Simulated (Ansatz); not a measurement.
A geometry relaxed with Ansatz (a quantum-chemistry and plane-wave program) with B3LYP-D3(BJ)/def2-TZVP, charge 0, multiplicity 1:

```xyz
8

C      0.3884     0.3931     0.1320
H     -1.5518     0.4434    -0.8106
H     -1.0045    -1.1790    -0.3932
H      0.4516     1.4330     0.4639
B      1.6197    -0.1986    -0.0340
C     -1.0085    -0.1404    -0.0628
H     -1.5820    -0.0902     0.8666
H      2.6871    -0.6613    -0.1620
```

**Question.** Write the SMILES of this molecule.

**Answer.** `[H]/B=C/C`
